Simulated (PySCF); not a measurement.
Isomerisation enthalpies of C6H6O2

**The experiment to reproduce.**

CRC Handbook of Chemistry and Physics lists, for the gas at 298.15 K: enthalpy of formation of `Oc1cccc(O)c1` (resorcinol) -274.7 kJ/mol; enthalpy of formation of `Oc1ccc(O)cc1` (hydroquinone) -265.3 kJ/mol.

How close the calculation comes is told at the end.

Differences of these values give the isomerisation enthalpies. Geometries: GFN2-xTB; runs in PySCF, gas phase, with a dispersion term only where the level names one. Total electronic energies (Eh):

| SMILES | PBE0/pcSseg-1 |
| --- | --- |
| Oc1cccc(O)c1 | -382.21955 |
| Oc1ccc(O)cc1 | -382.21604 |

Zero-point and thermal terms are left out, so the computed numbers are electronic energies.

## Comparison

Relative to `Oc1cccc(O)c1`, the lowest by measurement, in kJ/mol (measured: enthalpies at 298.15 K; computed: electronic energies):

```json
{"SMILES": "Oc1cccc(O)c1", "measured": "0.0", "PBE0/pcSseg-1": "0.0"}
{"SMILES": "Oc1ccc(O)cc1", "measured": "9.4", "PBE0/pcSseg-1": "9.2"}
```

Measured values: -274.7 kJ/mol (298.15 K; CRC Handbook of Chemistry and Physics) for the first row; the others come from the same table. Unsigned miss: PBE0/pcSseg-1 0.2 kJ/mol. One conformer stands for `Oc1cccc(O)c1`, not necessarily the lowest, while the measurement averages over conformers. Where a level misses, the cause wasn't examined.

The values belong to the conformer `[OH:1][c:2]1[cH:3][cH:4][cH:5][c:6]([OH:7])[cH:8]1`: H–O1–C2–C3 0°, H–O7–C6–C5 0°.
